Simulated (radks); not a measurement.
Q: These are the eigenvalues of the occupied orbitals of an atom or ion with whole-number occupations (eV). All-electron calculation, scalar-relativistic Kohn-Sham, r2SCAN, spin-polarised, spherical densities, finite nucleus; meta-GGA in the generalised Kohn-Sham scheme; Fermi nuclear charge, rms radius of each element as measured or else 0.836 A^(1/3) + 0.57 fm. Program: a radial shooting solver on a logarithmic mesh with Libxc functionals.

orbital  eigenvalue
1s up     -3540.513
1s down   -3540.505
2s up     -361.0565
2s down   -361.0523
2p up     -285.4792
2p down   -285.4703
3s up      -38.3014
3s down    -38.2838
3p up      -20.9618
3p down    -20.9421
4p up       -1.4947

Which element is it, and in what charge state? The configuration may be excited. Open shells, if any, are filled with parallel spins first.

A: Z = 19, potassium, charge 0: K in [Ar] 4p1. The list shows which subshells hold electrons but not how many an open one holds; the 1s level, -130.11 hartree, gives Z - s = 16.1 by -(Z - s)^2/2, which with screening and relativity narrows Z to a few neighbours, and the depths of the outer levels then fix element, charge and occupations together.
